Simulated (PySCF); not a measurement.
A structure optimised at PBE0-D3(BJ)/def2-SVP, used in a PySCF frequency run:

```xyz
12

O     -2.6132     0.7299     0.5442
C     -1.2418     0.8297     0.8272
Ge    -0.1468    -0.3476    -0.3323
Si     2.1946    -0.0890     0.0409
H     -2.7586     1.0416    -0.3551
H     -0.8632     1.8686     0.7601
H     -1.0992     0.5127     1.8717
H     -0.4847     0.0232    -1.7965
H     -0.5761    -1.8126    -0.1184
H      2.5316    -0.4411     1.4552
H      2.9826    -0.9713    -0.8730
H      2.5968     1.3316    -0.2002
```

Q: Write its SMILES and formula.

A: O[CH2][GeH2][SiH3], CH8GeOSi

Q: What are its rotational constants (standard atomic weights)?

A: 9.1770, 1.5868, 1.4171 GHz
